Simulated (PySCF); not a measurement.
C2H8OSSi2, SMILES CC(=O)[SiH2][SiH2]S, GFN2-xTB optimised geometry. Atoms within 1.6 Å of the plane z = 1.0 Å (x, y, z in Å): C1 (-0.82, -2.77, 0.00), C2 (-0.01, -1.51, 0.00), O3 (1.20, -1.51, 0.00), Si4 (-0.89, 0.20, 0.00), Si5 (0.97, 1.57, 0.05), S6 (0.36, 3.65, 0.06), H7 (-1.48, -2.77, 0.86), H8 (-0.19, -3.65, 0.01), H10 (-1.81, 0.22, 1.15), H13 (1.81, 1.43, 1.25), H14 (-0.28, 3.64, 1.22).

Method: CAM-B3LYP/def2-TZVP run with PySCF 2.14.0.

Map of the electrostatic potential (hartree/e), clipped to [-0.08, 0.12] on the plane z = 1.0 Å:

```
|::::::::::::::.....::::::|
|::::::::::::::......:::::|
|::::::::::--=-.  ...:::::|
|:::::::::-=#@%-  ...:::::|
|::::::::--#@@@@. ...:::::|
|:::::::--=@@@@@:...::::::|
|:::::----=*@@@%=:::::::::|
|::::-----==*@@@%+-:::::::|
|:::-----==+#@@@@@+:::::::|
|::------=*#%@@@@@#:::::::|
|:------=#@@@@@@@@+:::::::|
|-------#@@@@@@@#=::::::::|
|-------%@@@@@#+-:....::::|
|-------+@@@@@*-.  ....:::|
|-------=+#@@@#=.   ...:::|
|------==+*#@@@*-   ...:::|
|------=+#@@@@#-.   ...:::|
|------=+@@@@#=:    ...:::|
|------=+@@@@*-:.  ....:::|
|-------=*@#*+-:......::::|
|--------=====-:::..::::::|
|------------=--::::::::::|
|---------------::::::::::|
|--------------:::::::::::|
|--------------:::::::::::|
```
Scale: ten equal steps from -0.044 (start of ' ') to 0.120 (end of '@'), in the order ' .:-=+*#%@'; x runs from -6.00 to 6.00, y from -6.00 (bottom) to 6.00 (top).
